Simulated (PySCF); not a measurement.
cadmium atom (Cd), singlet (core potentials on Cd). Base run: HF/def2-SVP in PySCF.

PySCF was given this input:
```python
from pyscf import gto, scf

mol = gto.Mole()
mol.atom = '''
    Cd    0.00000000    0.00000000    0.00000000
'''
mol.basis = 'def2-svp'
mol.ecp = {'Cd': 'def2-svp'}
mol.verbose = 4
mol.build()

mf = scf.RHF(mol)
mf.kernel()
```

The base run was repeated with changes; each row names its change, and settings that it needs were set with it.

```tsv
change	basis functions	E (Eh)	HOMO (eV)	HOMO-LUMO gap (eV)
base	31	-166.84661	-7.64	9.18
basis = x2c-TZVPall; relativity = none (without mol.ecp = {'Cd': 'def2-svp'})	63	-5383.08637	-7.06	8.43
basis = x2c-SVPall; relativity = spin-free X2C (without mol.ecp = {'Cd': 'def2-svp'})	56	-5590.87363	-7.65	8.94
basis = x2c-TZVPall; relativity = spin-free X2C (without mol.ecp = {'Cd': 'def2-svp'})	63	-5591.42231	-7.64	9.19
basis = Sapporo-DKH3-DZP-2012; relativity = spin-free X2C; nucleus = Gaussian (with mol.nucmod = 'G'; without mol.ecp = {'Cd': 'def2-svp'})	49	-5590.97846	-7.65	11.67
basis = x2c-SVPall; relativity = spin-free X2C; nucleus = Gaussian (with mol.nucmod = 'G'; without mol.ecp = {'Cd': 'def2-svp'})	56	-5590.77568	-7.65	8.94
basis = x2c-SVPall; relativity = none (without mol.ecp = {'Cd': 'def2-svp'})	56	-5361.11739	-6.62	7.44
basis = Sapporo-DKH3-DZP-2012; relativity = spin-free X2C (without mol.ecp = {'Cd': 'def2-svp'})	49	-5591.09513	-7.65	11.67
basis = x2c-TZVPall; relativity = spin-free X2C; nucleus = Gaussian (with mol.nucmod = 'G'; without mol.ecp = {'Cd': 'def2-svp'})	63	-5591.31331	-7.64	9.19
basis = Sapporo-DKH3-DZP-2012; relativity = none (without mol.ecp = {'Cd': 'def2-svp'})	49	-5335.51269	-6.64	10.15
```

Total energies compare only within one method and basis.

Basis sets contracted for a relativistic Hamiltonian are a mismatch without it, so the rows without relativity aren't non-relativistic limits. No row has spin-orbit coupling; sets with core potentials leave out the core electrons.
